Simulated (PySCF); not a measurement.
C3H10FNSi, SMILES CC(C)(F)[SiH2]N.

Coordinates come from a B3LYP-D3(BJ)/def2-SVP optimisation. This is a generated structure with no PubChem entry under its InChIKey; it may be hypothetical. The values are those of a single conformer.

Method: M06-2X/def2-TZVP (PySCF).

Gas-phase values at a fixed geometry.

### Question
Estimate the frontier levels, gap, dipole moment and polarisability. (Estimate from the structure and the level; the computed values follow.)

### Answer

```yaml
highest_occupied_level: -8.49 eV
lowest_empty_level: 1.13 eV
orbital_gap: 9.62 eV
dipole_moment: 0.357 e·Å
quadrupole, principal values (traceless, Buckingham form, about the centre of nuclear charge): -7.14, 0.05, 7.09 D·Å
mean_static_polarisability: 70.4 bohr³ (10.43 Å³)
polarisability_principal_values: 64.1, 70.1, 77.0 bohr³
```
